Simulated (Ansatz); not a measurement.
# Ligand exchange: CBrCl3 + Ge(CH3)4 → C2H3Cl3 + Ge(CH3)3Br

Species: CBrCl3 `ClC(Cl)(Cl)Br`, singlet; Ge(CH3)4 (tetramethylgermane), singlet; C2H3Cl3 (1,1,1-trichloroethane) `CC(Cl)(Cl)Cl`, singlet; Ge(CH3)3Br (bromotrimethylgermane), singlet. The partners trade Br for CH3: C–Br and Ge–CH3 bonds give way to C–CH3 and Ge–Br.

Shapes, held fixed at every level: PBE0-D4/def2-TZVP. Programs: Ansatz 0.2.0. Electronic energies: no zero-point or thermal term.

```csv
level,kind,ΔE (kJ/mol),less CCSD(T)/def2-TZVPP
SPW92/def2-TZVPP,LDA,-178.7,+7.2
r2SCAN-D4/def2-TZVPP,meta-GGA,-189.4,-3.5
BHLYP-D4/def2-TZVPP,global hybrid,-201.5,-15.6
PBE0-D4/def2-TZVPP,global hybrid,-188.8,-2.9
wB97X-V/def2-TZVPP,range-separated hybrid,-191.1,-5.2
MP2/def2-TZVPP,perturbation theory,-185.0,+0.9
CCSD(T)/def2-SVP,coupled cluster or CI,-202.3,-16.4
CCSD(T)/def2-TZVPP,coupled cluster or CI,-185.9,0.0
```

The highest level, CCSD(T)/def2-TZVPP, gives ΔE = -185.9 kJ/mol; the levels span -202.3 to -178.7. The column of differences is taken from that level and isn't an error. No measured value is set beside it here. Relativity is left out for Br, Ge. Outer-core shells of Br, Ge are correlated, in sets that cover them unevenly.
